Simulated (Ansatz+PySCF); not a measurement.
Results of a calculation; reference values are marked as such.
Input for PySCF 2.14.0:

```python
from pyscf import gto, scf, cc

mol = gto.M(atom="""
C 1.384370 0.000000 0.969340
Be 0.000000 0.000000 0.000000
C -1.384370 0.000000 0.969340
""", basis='sto-3g', charge=0, spin=0)
mf = scf.UHF(mol)
mf.kernel()
mycc = cc.CCSD(mf, frozen=3).run()
et = mycc.ccsd_t()
print(mf.e_tot, mycc.e_corr, et, mycc.e_tot + et)
```

The script is written out from the run's settings.

Output:

```yaml
Converged: yes
Reference_energy: -88.54804 hartree
CCSD_correlation_energy: -0.45783 hartree
Triples_correction: -0.14773 hartree
Total_energy: -89.15359 hartree
Spin_squared_of_the_determinant: 0.000
```

The reference isn't the lowest determinant (another lies 10.62 eV lower), but the same method gives a higher total on the lower determinant. Caution: large share of triples, a single reference is doubtful.
